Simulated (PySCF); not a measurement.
Bi(H)(SiH3)2 (BiH7Si2), SMILES [BiH]([SiH3])[SiH3].

Coordinates come from a PBE0-D3(BJ)/def2-SVP optimisation. The structure was generated by enumeration; whether it is a known compound was not checked. The def2 effective core potentials stand for the cores of Bi; spin–orbit coupling is left out.

These are IEF-PCM-B3LYP/def2-SVP in PySCF 2.14.0 values and carry that method's errors.

The values are the electrostatic part of the solvation free energy, E(continuum) − E(gas) at the gas-phase geometry, in a cavity of scaled van der Waals radii (PySCF's table); cavitation and dispersion terms are not included. A continuum can't describe solvent molecules that bind to the metal. In vacuum the orbital gap is 6.40 eV. The dipole moment in vacuum is 0.82 D.

Computed values in water (ε = 78.36), ethylethanoate (ε = 5.99), dichloromethane (ε = 8.93):
| solvent | ε | ΔG(elec) (kcal/mol) | dipole (D) | gap (eV) |
|---|---|---|---|---|
| water | 78.36 | -0.7 | 1.33 | 6.42 |
| ethylethanoate | 5.99 | -0.5 | 1.18 | 6.42 |
| dichloromethane | 8.93 | -0.5 | 1.22 | 6.42 |
